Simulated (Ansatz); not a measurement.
Cost and result for the atomization energy of Br$_{2}$GeH$_{3}$N, SMILES `[NH2][GeH]([Br])[Br]` (7 atoms, 6 bonds).

```tsv
atom	x (Å)	y (Å)	z (Å)
N1	-0.245	1.071	-0.575
Ge2	-0.177	-0.484	0.356
Br3	-0.462	-2.156	-1.183
Br4	1.849	-0.840	1.421
H5	0.313	1.063	-1.418
H6	-0.016	1.892	-0.030
H7	-1.262	-0.545	1.429
```

The species carries charge 0 and has multiplicity 1. Correlated methods include outer-core shells of Br, Ge, which these sets cover unevenly. Scalar relativity is left out up to krypton. All single points use the PBE0-D4/def2-TZVP geometry. It is one conformer, not always the lowest. Program: Ansatz. All runs use 4 threads of an Arm Neoverse V1 on a shared host. Times are those of one run each, without the atoms' runs, and a repeat can differ threefold. Electronic energies, without spin–orbit coupling; frozen cores. CCSD(T)/CBS adds CCSD(T) − MP2 in def2-TZVPP to the MP2 limit, and its time is that of the two runs behind it. T1 = 0.009. With those shells the extrapolation isn't a true limit. B3LYP takes the VWN-RPA correlation (the form of Gaussian; ORCA's B3LYP/G). HSE06 is the plane-wave form, built on full-range PBE exchange.

CCSD(T)/CBS is a level of theory with its own doubt, some kJ/mol a heavy atom from the limit and from the frozen cores, so smaller differences don't rank the functionals.

| level | functions | wall time | atomization (kJ/mol) | difference from CCSD(T)/CBS | per bond |
| --- | --- | --- | --- | --- | --- |
| LDA (SPW92)/def2-TZVPP | 217 | 1.4 s | 2339.9 | 302.7 | 50.5 |
| revPBE-D4/def2-TZVPP | 217 | 2.2 s | 1989.9 | -47.3 | -7.9 |
| HSE06-D4/def2-TZVPP | 217 | 4.5 s | 2014.7 | -22.5 | -3.7 |
| BHLYP-D4/def2-TZVPP | 217 | 4.5 s | 1944.5 | -92.7 | -15.4 |
| CAM-B3LYP-D4/def2-TZVPP | 217 | 4.9 s | 2004.1 | -33.1 | -5.5 |
| B3LYP-D4/def2-TZVPP (with forces) | 217 | 6 s | 2000.7 | -36.5 | -6.1 |
| PBE-QIDH/def2-TZVPP | 217 | 7 s | 2006.3 | -30.9 | -5.1 |
| B97M-V/def2-TZVPP | 217 | 10 s | 2024.3 | -12.9 | -2.1 |
| ωB97M-V/def2-TZVPP (with forces) | 217 | 14 s | 2005.3 | -31.9 | -5.3 |
| CCSD(T)/def2-SVP | 125 | 15 s | 1840.2 | -197.0 | -32.8 |
| MP2/def2-QZVPP | 414 | 25 s | 2046.9 | 9.7 | 1.6 |
| CCSD(T)/def2-TZVPP | 217 | 3.6 min | 1968.7 | -68.5 | -11.4 |
| CCSD(T)/CBS(def2) | – | 4 min | 2037.2 | 0.0 | 0.0 |

In def2-TZVPP, CCSD(T) changes the Hartree–Fock value by +609.3 kJ/mol (the triples alone add +41.2 kJ/mol) and MP2 by +648.3 kJ/mol; breaking electron pairs costs correlation energy, which Hartree–Fock lacks. From r2SCAN to r2SCAN0 (25 % exact exchange), in def2-TZVPP and without D4, the atomization energy moves by −40.0 kJ/mol: exact exchange takes away binding that semilocal exchange gives to molecules. Leaving LDA and LC-ωPBE aside and taking each functional with its dispersion term where it has one, the values, not all of them listed here, spread over 106.8 kJ/mol, from BHLYP-D4 to PBE-D4. LDA lies +308.7 kJ/mol from PBE without D4, its usual overbinding.

For some Ge, Se and Sn compounds the MP2-based and the directly extrapolated limit differ by 10 to 25 kJ/mol.
